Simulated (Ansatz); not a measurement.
ReSe₂. Total charge 0; doublet. Geometry r2SCAN-D4/def2-TZVP.

```tsv
atom	x (Å)	y (Å)	z (Å)
Re1	-1.0386	-0.8111	-0.3713
Se2	1.1978	-0.1500	-0.6138
Se3	-0.1592	0.9611	0.9851
```

In the def2 sets Re takes a core potential; there is no spin–orbit coupling. At LDA (SPW92)/def2-TZVP, PBE-D4/def2-TZVP, BLYP-D4/def2-TZVP, r2SCAN-D4/def2-TZVP and others the charge 0 doublet is spin-contaminated (final ⟨S²⟩ up to 2.04, 0.75 for a pure state). No other spin state of charge 0 was run. The geometry of the doublet was relaxed on an unsound state (⟨S²⟩ 2.04, where a pure state has 0.75). Another isomer (quartet) lies 2.55 eV lower at PBE0-D4/def2-TZVP; other spin states weren't run for this one.

Q: Estimate the α-spin orbital energies around the gap (eV) in Ansatz with LDA (SPW92)/def2-TZVP, PBE-D4/def2-TZVP, BLYP-D4/def2-TZVP, r2SCAN-D4/def2-TZVP, PBE0-D4/def2-TZVP.

A: 
```tsv
orbital	LDA (SPW92)/def2-TZVP	PBE-D4/def2-TZVP	BLYP-D4/def2-TZVP	r2SCAN-D4/def2-TZVP	PBE0-D4/def2-TZVP
HOMO−9	-19.04	-18.67	-18.54	-19.23	-20.52
HOMO−8	-16.05	-15.64	-15.58	-15.98	-17.17
HOMO−7	-9.61	-9.30	-9.10	-9.54	-10.28
HOMO−6	-8.88	-8.56	-8.38	-8.80	-9.46
HOMO−5	-8.33	-8.06	-7.84	-8.35	-9.24
HOMO−4	-7.81	-7.50	-7.32	-7.72	-8.42
HOMO−3	-6.22	-5.94	-5.76	-6.31	-7.05
HOMO−2	-4.97	-4.81	-4.59	-5.74	-6.42
HOMO−1	-4.78	-4.74	-4.53	-5.27	-6.04
HOMO	-4.69	-4.64	-4.48	-4.97	-5.70
LUMO	-4.18	-3.84	-3.72	-3.68	-2.97
LUMO+1	-4.15	-3.80	-3.68	-3.57	-2.84
LUMO+2	-3.72	-3.46	-3.34	-3.32	-2.66
LUMO+3	-2.33	-1.97	-1.91	-1.69	-0.95
LUMO+4	-0.51	-0.38	-0.21	-0.38	0.15
LUMO+5	0.91	1.16	1.21	1.57	1.95
β HOMO	-4.26	-4.22	-4.11	-4.69	-5.56
β LUMO	-4.06	-3.72	-3.64	-3.49	-2.79
```
